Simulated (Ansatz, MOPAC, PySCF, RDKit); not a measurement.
Noncovalent pair: H4Sn (SMILES [SnH4]) (first 5 atoms) with HF (SMILES F); geometry from B3LYP-D3(BJ)/def2-TZVP, rigid monomers moved along the line of their centres of mass till H3···H7 is 1.95 Å.
(charge 0, multiplicity 1):
```csv
atom,x (Å),y (Å),z (Å)
Sn,0.1492,0.2715,0.1369
H,-1.4909,0.3175,-0.3203
H,0.3453,-0.9630,1.3251
H,1.1387,-0.1504,-1.1863
H,0.6431,1.7522,0.8185
F,-1.1115,-0.7617,3.7777
H,-0.5764,-0.9681,3.0427
```

Interaction energies are E(AB) − E(A) − E(B) at the monomers' geometry in the complex; basis-set methods are counterpoise corrected. Rows marked so take none. RDKit's UFF carries no charges.

Correlated levels freeze the cores. Filled d and f shells under p-block atoms count as core. Rows in 3-21G carry no dispersion term and start afresh at each structure; the Pople sets are all-electron and without relativity. The state reached by PM7 isn't checked; PM7 holds dispersion and hydrogen-bond terms.

The values were computed with Ansatz (a program for electronic structure) with Gaussian orbitals; MOPAC for PM7 (differences of heats of formation); PySCF for 3-21G rows, the dispersion terms; RDKit for the force fields. Values without a source in brackets are computed. In def2 rows elements past Kr take small-core potentials, without spin–orbit coupling.

```
level                          interaction energy (kJ/mol)
-----------------------------  ---------------------------
UFF                                                   15.2
PM7                                                   -7.9
PBE-D3(BJ)/def2-TZVPPD                               -11.4
B3LYP/3-21G (no counterpoise)                        -14.5
PBE0-D3(BJ)/def2-TZVPPD                              -10.1
MP2/def2-TZVPPD                                       -7.6
SCS-MP2/def2-SVPD                                     -5.8
CCSD/def2-SVPD                                         ___
CCSD(T)/def2-SVPD                                      ___
```

Problem. Complete the blanks.

Solution. 
- CCSD/def2-SVPD, interaction energy (kJ/mol): -6.2
- CCSD(T)/def2-SVPD, interaction energy (kJ/mol): -6.8
